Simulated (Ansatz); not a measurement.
`O[SiH2][TeH]` + `[OH][AlH2]` → `O[SiH2][O][AlH2]` + H₂Te at 500 K and 1 bar (ligand exchange at the Si–Te bond).

Computed with Ansatz on PBE0-D4/def2-TZVP structures; ΔE is electronic, products minus reactants. CBS: MP2 limit from def2 TZ/QZ plus the TZ coupled-cluster correction, frozen cores. This one scheme is used for every species. def2 core potentials past Kr. For Te outer-core shells are correlated without core-valence functions, which leaves a few kJ/mol of doubt a bond. Each species was taken in one conformer, which may not be the lowest.

```csv
species,CCSD(T)/CBS energy (Eh),H − E (kJ/mol),S (J/(mol·K))
`O[SiH2][TeH]`,-634.44375,137.5,378.1
`[OH][AlH2]`,-319.03157,95.7,286.7
`O[SiH2][O][AlH2]`,-684.59104,176.6,423.2
H₂Te,-268.91024,48.9,247.6
```

H − E and S are ideal-gas, rigid-rotor, harmonic terms from PBE0-D4/def2-TZVP, for one conformer and one mirror image of each species. 1 Eh = 2625.50 kJ/mol, R = 8.31446 J/(mol·K).

By hand: ΔE, ΔH, ΔS and ΔG.

ΔE = (-684.59104) + (-268.91024) − (-634.44375) − (-319.03157) = -0.02596 Eh = -68.2 kJ/mol. Δ(H − E) = 176.6 + 48.9 − 137.5 − 95.7 = -7.7, so ΔH = -75.9 kJ/mol. ΔS = 423.2 + 247.6 − 378.1 − 286.7 = 6.0 J/(mol·K). ΔG = -75.9 − 500 × (6.0)/1000 = -78.9 kJ/mol.

By hand: the equilibrium constant, and the temperature at which ΔG would vanish if ΔH and ΔS stayed fixed.

log₁₀ K = −ΔG/(RT ln 10) = 8.2. ΔH and −TΔS have one sign here, so there is no such temperature.

The number of gas molecules stays the same, so ΔS is small and ΔH decides. A doubt of 5 kJ/mol in ΔE shifts log₁₀ K by 0.5 here. Other conformers and mirror images would add mixing entropy, several J/(mol·K) or more a flexible species. Modes under 60 cm⁻¹, often nearly free rotors, make the harmonic entropy too high. These are equilibria of isolated gas molecules and say nothing of rates. Largest T1 diagnostic: 0.012 (customary marks: 0.02 for closed shells, 0.045 for open ones).

ΔS is within the doubt of such terms, so its sign, and with it that verdict, could turn.
